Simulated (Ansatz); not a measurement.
Basis-set extrapolation for CH₆AlFO₂Si, SMILES `[OH][AlH][CH2]O[SiH2]F` (PBE0-D4/def2-TZVP geometry, frozen core, Ansatz). Multiplicity 1, RHF reference.

|  | def2-TZVPP | def2-QZVPP |
| --- | --- | --- |
| HF | -821.679323 | -821.710524 |
| MP2 correlation | -1.096148 | -1.186564 |
| CCSD(T) correlation | -1.170556 | not run |

Energies in hartree. Use E(X) = E(∞) + A·exp(−7.88·√X) for Hartree–Fock and E(X) = E(∞) + B·X^(−2.97) for correlation, with X = 3 and 4, and add CCSD(T) minus MP2 of the smaller set to the MP2 limit.

Question: What is the CCSD(T) energy at the basis-set limit?

Answer: HF limit: -821.710524 + (-0.031201) × 0.13774 = -821.71482. MP2 limit: -1.186564 + (-0.090416) × 0.74074 = -1.25354. Higher-order term: -1.170556 − (-1.096148) = -0.07441. Total: -823.04277 hartree, 506.4 kJ/mol below CCSD(T)/def2-TZVPP.
